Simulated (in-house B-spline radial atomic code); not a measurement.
Configurations of Br⁵⁺, with energies counted from [Ar] 3d10 4s2. All numbers are computed (scalar-relativistic (X2C) B3LYP, spin-polarised, spherical fractional occupations, exact exchange averaged over the configuration; Fermi nucleus of rms radius 4.1629 fm) with an all-electron radial atomic-structure program (B-spline basis), not measured. Shells without spins written out take the highest spin.

Occupations are held fixed; configurations that lie above the ionisation limit could autoionise.

| configuration | E - E(ref) (eV) | highest orbital | its <r> (bohr) |
| --- | --- | --- | --- |
| [Ar] 3d10 4s1 4p1 | 13.938 | 4p up | 1.613 |
| [Ar] 3d10 4s1 5p1 | 50.624 | 5p up | 3.201 |
| [Ar] 3d10 4s1 4f1 | 55.423 | 4f up | 2.705 |
| [Ne] 3s2 3p5 3d10 4s2 5s1 | 218.1 | 5s up | 2.85 |
| [Ne] 3s2 3p5 3d10 4s2 5f1 | 240.74 | 5f up | 4.729 |

**Question.** Order these further configurations by energy, lowest first.
A. [Ne] 3s2 3p5 3d10 4s2 5p1
B. [Ar] 3d9 4s2 5s1
C. [Ne] 3s2 3p5 3d10 4s2 4f1
D. [Ar] 3d9 4s2 5p1
E. [Ar] 3d10 4s1 5d1

**Answer.** E (59.21 eV), B (108.63 eV), D (114.49 eV), A (223.97 eV), C (229.02 eV).

**Question.** How far above the reference does [Ar] 3d9 4s2 4d1 lie?

**Answer.** 100.41 eV; its least bound orbital is 4d up with <r> = 1.941 bohr.
